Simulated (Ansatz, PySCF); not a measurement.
Gas-phase reaction in SMILES: C[Si](Cl)(Cl)Cl [trichloro(methyl)silane] -> [CH2][Si](Cl)(Cl)Cl + H atom (the C-H bond at the site shown breaks; other sites are not compared here)
Each molecule is optimised on its own at B3LYP-D3(BJ)/def2-TZVP (Ansatz, an electronic-structure program), one conformer each, not searched for the lowest.

Wanted: bond dissociation energy (electronic energy difference), in kcal/mol. Cores are frozen in the correlated levels unless marked. UHF or UKS for open shells. Spin-orbit coupling is left out. Non-relativistic. CBS marks a two-point X^-3 extrapolation of the correlation energy; Hartree-Fock from the larger set. [CCSD(T)-MP2]/basis is that difference in the basis named.

```tsv
level	program	bond dissociation energy (kcal/mol)	minus last row
HF/6-31G*	Ansatz	82.8	-27.6
B3LYP-D3(BJ)/def2-TZVPD	Ansatz + dftd3	108.0	-2.4
B3LYP/def2-TZVPD	Ansatz	107.2	-3.2
PBE0-D3(BJ)/def2-TZVP	Ansatz + dftd3	106.6	-3.8
PBE0/def2-TZVPD	Ansatz	106.2	-4.2
TPSSh-D3(BJ)/def2-TZVPD	PySCF + dftd3	107.4	-3.0
TPSSh-D4/def2-TZVPD	PySCF + dftd4	107.3	-3.1
CAM-B3LYP-D4/def2-TZVPD	Ansatz + dftd4	108.4	-2.0
MP2/6-31G	Ansatz	99.4	-11.0
MP2/6-31G*	Ansatz	101.2	-9.2
SCS-MP2/6-31G*	Ansatz	101.6	-8.8
CCSD/6-31G*	Ansatz	100.7	-9.7
CCSD/cc-pV(D+d)Z	Ansatz	104.3	-6.1
RI-MP2/CBS(cc-pV(T+d)Z,cc-pV(Q+d)Z)+[CCSD(T)-MP2]/cc-pV(D+d)Z	Ansatz	110.8	0.4
RI-MP2/CBS(cc-pV(T+d)Z,cc-pV(Q+d)Z)+[CCSD(T)-MP2]/cc-pV(T+d)Z	Ansatz	110.4	0.0
```
